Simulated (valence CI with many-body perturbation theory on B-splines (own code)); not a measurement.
Sb11+: calculated level list

Calculated by relativistic CI+MBPT: four valence electrons over a frozen Dirac-Fock core [Kr], a basis of 7 s, 7 p, 8 d, 6 f, 4 g, 1 h functions for each j, with the one-electron correlation potential Σ1 (screened to all orders), the two-electron term Σ2, the three-electron term Σ3, Breit, model QED; selected single and double excitations, second order for the rest, scaled by the run's own slope (own B-spline code, finite nucleus).

No measured levels were compared; by estimate terms of the open shell hold to 2 to 4 % of their energy, and close levels can change places. Only levels of the ground parity were solved; by the run's estimate the other parity begins above the list, which can be wrong where configurations are misplaced.

Levels 1 to 32 of 32, with energies above the lowest level, 4d4 5D_0. "Leading %" is the weight of the configuration and term that name the level; weights of strongly mixed levels are sums over their largest components and can fall short, so below about 35 % the name and the second component can differ from the true leading terms, or belong to a minority configuration. In the jj column 3d3/2^4 stands for four electrons in 3d with j = 3/2.

```
No.  Configuration  Term  J  E (cm⁻¹)  Leading %              Leading jj      g
  1            4d4    5D  0       0.0         80          4d3/2^4 (60 %)       
  2            4d4    5D  1      3884         90    4d3/2^3 4d5/2 (76 %)  1.498
  3            4d4    5D  2      8142         95  4d3/2^2 4d5/2^2 (63 %)  1.488
  4            4d4    5D  3     12125         93  4d3/2^2 4d5/2^2 (52 %)  1.478
  5            4d4    5D  4     15678         85  4d3/2^2 4d5/2^2 (40 %)  1.459
  6            4d4    3P  0     29237         67  4d3/2^2 4d5/2^2 (54 %)       
  7            4d4    3H  4     30936         63    4d3/2^3 4d5/2 (62 %)  0.919
  8            4d4    3G  3     37244         64  4d3/2^2 4d5/2^2 (52 %)  0.881
  9            4d4    3H  5     37285         80  4d3/2^2 4d5/2^2 (96 %)  1.066
 10            4d4    3P  1     38954         84  4d3/2^2 4d5/2^2 (57 %)  1.413
 11            4d4    3F  2     39473         80  4d3/2^2 4d5/2^2 (52 %)  0.754
 12            4d4    3H  6     40564         81  4d3/2^2 4d5/2^2 (81 %)  1.135
 13            4d4    3G  4     43938         39  4d3/2^2 4d5/2^2 (49 %)  1.064
 14            4d4    3G  4     47437         33  4d3/2^2 4d5/2^2 (73 %)  1.110
 15            4d4    3P  2     47448         53  4d3/2^2 4d5/2^2 (71 %)  1.316
 16            4d4    3F  3     49332         66    4d3/2 4d5/2^3 (57 %)  1.023
 17            4d4    3D  3     52528         77    4d3/2 4d5/2^3 (41 %)  1.252
 18            4d4    3G  5     53295         80    4d3/2 4d5/2^3 (96 %)  1.166
 19            4d4    3P  2     56922         36    4d3/2 4d5/2^3 (56 %)  1.205
 20            4d4    1I  6     57449         81    4d3/2 4d5/2^3 (81 %)  1.030
 21            4d4    3D  1     58127         90    4d3/2 4d5/2^3 (71 %)  0.597
 22            4d4    1G  4     65402         57          4d5/2^4 (47 %)  1.056
 23            4d4    1S  0     67856         81    4d3/2 4d5/2^3 (76 %)       
 24            4d4    1D  2     69906         45  4d3/2^2 4d5/2^2 (60 %)  1.092
 25            4d4    1F  3     73288         72    4d3/2 4d5/2^3 (71 %)  1.039
 26            4d4    3P  2     81446         76  4d3/2^2 4d5/2^2 (53 %)  1.344
 27            4d4    3F  4     84693         82  4d3/2^2 4d5/2^2 (64 %)  1.208
 28            4d4    3F  2     86818         73  4d3/2^2 4d5/2^2 (37 %)  0.795
 29            4d4    3F  3     88296         82    4d3/2 4d5/2^3 (94 %)  1.072
 30            4d4    3P  1     89791         98    4d3/2 4d5/2^3 (90 %)  1.491
 31            4d4    3P  0     94024         91          4d5/2^4 (55 %)       
 32            4d4    1G  4     95989         85    4d3/2 4d5/2^3 (80 %)  1.030
```

Names give the largest LS component (configuration and term), which can be under half, so a name can repeat, a term be missing and a line seem to break the LS rules; names also repeat where a configuration has a term twice.

Where two levels of one J and parity lie close, their mixing, g and order are uncertain.

The ionisation energy to 4d3 4F_3/2 of the next ion comes out as 239.68 eV (NIST: 238 ± 2.5 eV (theoretical)). All 32 levels together are meant to be complete up to 97854 cm⁻¹.
